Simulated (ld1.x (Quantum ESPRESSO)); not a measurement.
## What one change does to a pseudopotential (W, TM)

* Element: W
* Generator: ld1.x (Quantum ESPRESSO) 7.5
* Type: norm-conserving Troullier–Martins (Kleinman–Bylander form)
* Functional: PBE
* Relativity: fully relativistic
* Frozen core: [Xe] 4f14
* Valence charge: 6
* Reference configuration: 5d5 6s1 6p0
* Partial waves: 6p (bound, empty): rc 3.60 bohr; 5d (bound): rc 2.35 bohr; 6s (bound): rc 2.20 bohr
* Local potential: the s channel
* Core correction: none

Open shells are filled in proportion to 2j + 1 (rel_dist='average').

Change: wave 6s (bound): rc 2.20 bohr becomes 6s (bound): rc 2.70 bohr.

Cutoffs: the cutoffs (Ry, on a coarse ladder) from which the occupation-weighted sum of valence levels, in a spherical-Bessel basis at the reference potential, stays within 10 and 1 mRy of its value at 400 Ry; they do not see the model core or the augmentation charge, which bear on the density cutoff. Errors are all-electron minus pseudo energies relative to the spin-unpolarised reference configuration.

What does the change do?

The potential gets neither clearly harder nor softer (30 Ry and 35 Ry → 30 Ry and 35 Ry); the d channel sets the loose cutoff, while the largest relative change is in s, which becomes softer; of the 7 tests that both files solve, the error grows in 4 and shrinks in 0 by more than 15 % and 0.3 meV (median size 31.9 → 31.4 meV); neither file shows a bound ghost. More of the atom is replaced by a form fitted at one configuration, so other configurations suffer.

| quantity | base | changed |
| --- | --- | --- |
| cutoff, loose | 30 Ry | 30 Ry |
| cutoff, tight | 35 Ry | 35 Ry |
| loose cutoff by channel (10 mRy a level) | d 25 Ry, s 10 Ry | d 25 Ry, s 6 Ry |
| bound ghosts | none | none |
| error for 5d4 6s2 6p0, meV [ΔE -1.53 eV] | -14 | -22 |
| error for 5d4 6s1 6p0, meV [ΔE 7.35 eV] | -16 | -22 |
| error for 5d4 6s0 6p0, meV [ΔE 23.04 eV] | +26 | +23 |
| error for 5d3 6s0 6p0, meV [ΔE 48.41 eV] | -43 | -50 |
| error for 5d4 6s1 6p1, meV [ΔE 2.92 eV] | -35 | -40 |
| error for 5d3 6s2 6p1, meV [ΔE 2.44 eV] | -94 | -128 |
| error for 5d4 6s0 6p1, meV [ΔE 12.75 eV] | -32 | -31 |
| s: phases at 3.92 bohr within 0.05 rad from the reference energy up to (Ry; the scan ends near 5) | 1.0 | 1.1 |
| p1/2: phases at 3.92 bohr within 0.05 rad from the reference energy up to (Ry; the scan ends near 5) | 1.6 | 1.6 |
| p3/2: phases at 3.92 bohr within 0.05 rad from the reference energy up to (Ry; the scan ends near 5) | 1.6 | 1.5 |
| d3/2: phases at 3.92 bohr within 0.05 rad from the reference energy up to (Ry; the scan ends near 5) | 0.6 | 0.6 |
| d5/2: phases at 3.92 bohr within 0.05 rad from the reference energy up to (Ry; the scan ends near 5) | 0.7 | 0.7 |
